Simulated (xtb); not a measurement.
A run for xtb: GFN2-xTB on BrGeH3O (SMILES [OH][GeH2][Br]), a point of a torsion scan.

```
$ xtb mol.xyz --gfn 2 --opt vtight --chrg 0 --uhf 0 --input xcontrol
6

O      1.33397668     0.18158264    -0.49385171
Ge    -0.33599732    -0.26958707     0.00366257
Br    -0.78163390     0.57989878     2.10688832
H      1.78193538     0.71685458     0.21430357
H     -0.50218809    -1.79752985    -0.07172568
H     -1.24421423     0.42854555    -1.05912182
$constrain
  force constant=1.0
  dihedral: 4,1,2,3,0.0
$end
```

The log:

```
[...]
           -------------------------------------------------
          |                Calculation Setup                |
           -------------------------------------------------



           -------------------------------------------------
          |                 G F N 2 - x T B                 |
           -------------------------------------------------

        Reference                      10.1021/acs.jctc.8b01176
      * Hamiltonian:
        H0-scaling (s, p, d)           1.850000    2.230000    2.230000
        zeta-weighting                 0.500000
      * Dispersion:
        s8                             2.700000
        a1                             0.520000
        a2                             5.000000
        s9                             5.000000
      * Repulsion:
        kExp                           1.500000    1.000000
        rExp                           1.000000
      * Coulomb:
        alpha                          2.000000
        third order                    shell-resolved
        anisotropic                    true
        a3                             3.000000
        a5                             4.000000
        cn-shift                       1.200000
        cn-exp                         4.000000
        max-rad                        5.000000


          ...................................................
          :                      SETUP                      :
          :.................................................:
          :  # basis functions                  27          :
          :  # atomic orbitals                  25          :
          :  # shells                           11          :
          :  # electrons                        20          :
          :  max. iterations                   250          :
          :  Hamiltonian                  GFN2-xTB          :
          :  restarted?                      false          :
          :  GBSA solvation                  false          :
          :  PC potential                    false          :
          :  electronic temp.          300.0000000     K    :
          :  accuracy                    1.0000000          :
          :  -> integral cutoff          0.2500000E+02      :
          :  -> integral neglect         0.1000000E-07      :
          :  -> SCF convergence          0.1000000E-05 Eh   :
          :  -> wf. convergence          0.1000000E-03 e    :
          :  Broyden damping             0.4000000          :
          :  net charge                          0          :
          :  unpaired electrons                  0          :
          ...................................................

 iter      E             dE          RMSdq      gap      omega  full diag
   1    -11.4402666 -0.114403E+02  0.880E+00    5.33       0.0  T
   2    -11.3327287  0.107538E+00  0.134E+01    6.66       1.0  T
   3    -11.6753093 -0.342581E+00  0.571E+00    6.34       1.0  T
   4    -11.6970444 -0.217351E-01  0.126E+00    6.05       1.0  T
   5    -11.6969667  0.777425E-04  0.199E+00    5.90       1.0  T
   6    -11.7007778 -0.381115E-02  0.672E-01    6.04       1.0  T
   7    -11.7010984 -0.320584E-03  0.395E-01    5.98       1.0  T
   8    -11.7009807  0.117673E-03  0.497E-01    5.94       1.0  T
   9    -11.7013025 -0.321801E-03  0.346E-02    5.96       1.2  T
  10    -11.7013031 -0.618886E-06  0.174E-02    5.97       2.3  T
  11    -11.7013031 -0.701812E-08  0.105E-02    5.97       3.9  T
  12    -11.7013032 -0.740316E-07  0.336E-03    5.97      12.1  T
  13    -11.7013032 -0.729828E-08  0.951E-04    5.97      42.9  T
  14    -11.7013032 -0.987935E-09  0.303E-04    5.97     134.9  T

   *** convergence criteria satisfied after 14 iterations ***

         #    Occupation            Energy/Eh            Energy/eV
      -------------------------------------------------------------
         1        2.0000           -0.8480257             -23.0760
       ...           ...                  ...                  ...
         4        2.0000           -0.5708608             -15.5339
         5        2.0000           -0.5025898             -13.6762
         6        2.0000           -0.5012652             -13.6401
         7        2.0000           -0.4700479             -12.7907
         8        2.0000           -0.4599068             -12.5147
         9        2.0000           -0.4383799             -11.9289
        10        2.0000           -0.4366724             -11.8825 (HOMO)
        11                         -0.2174546              -5.9172 (LUMO)
        12                         -0.1478468              -4.0231
        13                         -0.1216346              -3.3098
        14                         -0.1095034              -2.9797
        15                          0.0175349               0.4771
       ...                                ...                  ...
        25                          1.3131790              35.7334
      -------------------
[...]
 -0.0880657              -2.3964
        15                          0.0280585               0.7635
       ...                                ...                  ...
        25                          1.4368697              39.0992
      -------------------------------------------------------------
                  HL-Gap            0.2481117 Eh            6.7515 eV
             Fermi-level           -0.3099265 Eh           -8.4335 eV

 SCC (total)                   0 d,  0 h,  0 min,  0.001 sec
 SCC setup                      ...        0 min,  0.000 sec (  2.051%)
 Dispersion                     ...        0 min,  0.000 sec (  0.511%)
 classical contributions        ...        0 min,  0.000 sec (  0.228%)
 integral evaluation            ...        0 min,  0.000 sec ( 29.202%)
 iterations                     ...        0 min,  0.000 sec ( 19.615%)
 molecular gradient             ...        0 min,  0.001 sec ( 45.473%)
 printout                       ...        0 min,  0.000 sec (  2.688%)

         :::::::::::::::::::::::::::::::::::::::::::::::::::::
         ::                     SUMMARY                     ::
         :::::::::::::::::::::::::::::::::::::::::::::::::::::
         :: total energy             -11.680150170780 Eh    ::
         :: gradient norm              0.000164790995 Eh/a0 ::
         :: HOMO-LUMO gap              6.751462761389 eV    ::
         ::.................................................::
         :: SCC energy               -11.719242254408 Eh    ::
         :: -> isotropic ES            0.019200175706 Eh    ::
         :: -> anisotropic ES         -0.001999842812 Eh    ::
         :: -> anisotropic XC         -0.013388402436 Eh    ::
         :: -> dispersion             -0.003079818265 Eh    ::
         :: repulsion energy           0.039092076055 Eh    ::
         :: add. restraining           0.000000007574 Eh    ::
         :: total charge               0.000000000000 e     ::
         :::::::::::::::::::::::::::::::::::::::::::::::::::::

           -------------------------------------------------
          |                Property Printout                |
           -------------------------------------------------

    * Orbital Energies and Occupations

         #    Occupation            Energy/Eh            Energy/eV
      -------------------------------------------------------------
         1        2.0000           -0.8456733             -23.0119
         2        2.0000           -0.7171059             -19.5134
         3        2.0000           -0.6616134             -18.0034
         4        2.0000           -0.5731950             -15.5974
         5        2.0000           -0.5110595             -13.9066
         6        2.0000           -0.5072918             -13.8041
         7        2.0000           -0.4660752             -12.6826
         8        2.0000           -0.4628922             -12.5959
         9        2.0000           -0.4354982             -11.8505
        10        2.0000           -0.4339823             -11.8093 (HOMO)
        11                         -0.1858706              -5.0578 (LUMO)
        12                         -0.1406072              -3.8261
        13                         -0.1194705              -3.2510
        14                         -0.0880657              -2.3964
        15                          0.0280585               0.7635
        16                          0.0294957               0.8026
        17                          0.0408994               1.1129
        18                          0.0525790               1.4307
        19                          0.1196430               3.2557
        20                          0.1327680               3.6128
        21                          0.1810008               4.9253
       ...                                ...                  ...
        25                          1.4368697              39.0992
      -------------------------------------------------------------
                  HL-Gap            0.2481117 Eh            6.7515 eV
             Fermi-level           -0.3099265 Eh           -8.4335 eV

     #   Z          covCN         q      C6AA      α(0)
     1   8 O        1.588    -0.457    22.030     6.334
     2  32 Ge       3.500     0.291   168.135    23.401
     3  35 Br       0.842    -0.157   189.138    22.174
     4   1 H        0.808     0.327     0.645     1.261
Note: The following floating-point exceptions are signalling: IEEE_DENORMAL
normal termination of xtb
     5   1 H        0.937    -0.002     3.089     2.748
     6   1 H        0.937    -0.002     3.089     2.748

 Mol. C6AA /au·bohr⁶  :       1264.744309
 Mol. C8AA /au·bohr⁸  :      72299.869015
 Mol. α(0) /au        :         58.665248


Wiberg/Mayer (AO) data.
largest (>0.10) Wiberg bond orders for each atom

 ---------------------------------------------------------------------------
     #   Z sym  total        # sym  WBO       # sym  WBO       # sym  WBO
 ---------------------------------------------------------------------------
     1   8 O    2.217 --     2 Ge   1.204     4 H    0.863
     2  32 Ge   3.922 --     1 O    1.204     3 Br   1.106     6 H    0.794
                             5 H    0.794
     3  35 Br   1.288 --     2 Ge   1.106
     4   1 H    0.893 --     1 O    0.863
     5   1 H    1.000 --     2 Ge   0.794
     6   1 H    1.000 --     2 Ge   0.794
 ---------------------------------------------------------------------------

Topologies differ in total number of bonds
Writing topology from bond orders to xtbtopo.mol

molecular dipole:
                 x           y           z       tot (Debye)
 q only:        0.075      -0.036      -0.138
   full:        0.345      -0.447      -1.259       3.506
molecular quadrupole (traceless):
                xx          xy          yy          xz          yz          zz
 q only:        2.130       2.057       1.154       3.306      -0.509      -3.285
  q+dip:        5.796       3.287       5.449       7.791      -4.761     -11.245
   full:        5.898       3.602       4.894       7.633      -4.184     -10.791

           -------------------------------------------------
          |                Geometry Summary                 |
           -------------------------------------------------

      molecular mass/u    :      171.5543051
   center of mass at/Å    :       -0.3997564       0.1624058       0.8910127
  moments of inertia/u·Å² :        0.4063482E+02   0.2567113E+03   0.2908614E+03
rotational constants/cm⁻¹ :        0.4148569E+00   0.6566768E-01   0.5795761E-01

 * 5 selected distances

     #   Z          #   Z                                           value/Å
     1   8 O        2  32 Ge                                      1.7283798
     2  32 Ge       3  35 Br                                      2.2750943 (max)
     1   8 O        4   1 H                                       0.9553000 (min)
     2  32 Ge       5   1 H                                       1.5049761
     2  32 Ge       6   1 H                                       1.5050046

 * 4 distinct bonds (by element types)

   Z      Z             #   av. dist./Å        max./Å        min./Å
   1 H    8 O           1     0.9553000     0.9553000     0.9553000
   1 H   32 Ge          2     1.5049903     1.5050046     1.5049761
   8 O   32 Ge          1     1.7283798     1.7283798     1.7283798
  32 Ge  35 Br          1     2.2750943     2.2750943     2.2750943


optimized geometry written to: xtbopt.xyz


           -------------------------------------------------
          | TOTAL ENERGY              -11.680150170780 Eh   |
          | GRADIENT NORM               0.000164790995 Eh/α |
          | HOMO-LUMO GAP               6.751462761389 eV   |
           -------------------------------------------------

------------------------------------------------------------------------
------------------------------------------------------------------------
 total:
 SCF:
 ANC optimizer:
```

The run finished.

Warnings raised: the energy holds the restraint's term.

Cost: roughly 0.04 core-seconds.
